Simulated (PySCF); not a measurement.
GeOF, SMILES [O]=[Ge][F], multiplicity 2.

Coordinates come from a B3LYP-D3(BJ)/def2-TZVP optimisation.

Computed with TDA-PBE0/def2-SVPD run with PySCF.

Vertical excitations. Gas-phase values at a fixed geometry.

```tsv
state	energy (eV)	λ (nm)	f	main pairs
root 1	1.36	915	0.001	β HOMO−1→LUMO 98 %
root 2	1.37	904	0.009	β HOMO→LUMO 90 %
root 3	4.08	304	0.043	α HOMO−1→LUMO 11 %, β HOMO−2→LUMO 80 %
root 4	4.17	298	0.011	α HOMO→LUMO 67 %, β HOMO→LUMO+1 30 %
root 5	4.81	258	0.000	α HOMO−1→LUMO 42 %, β HOMO−1→LUMO+1 55 %
root 6	5.14	241	0.041	α HOMO→LUMO 27 %, β HOMO→LUMO+1 63 %
root 7	5.37	231	0.005	β HOMO−3→LUMO 97 %
root 8	5.43	229	0.008	β HOMO−4→LUMO 94 %
root 9	5.60	221	0.003	α HOMO−2→LUMO 91 %, β HOMO→LUMO+1 5 %
root 10	6.65	186	0.035	α HOMO−1→LUMO 29 %, α HOMO→LUMO+2 10 %, β HOMO−1→LUMO+1 27 %, β HOMO→LUMO+2 19 %
```
Unrestricted roots are not spin-pure.
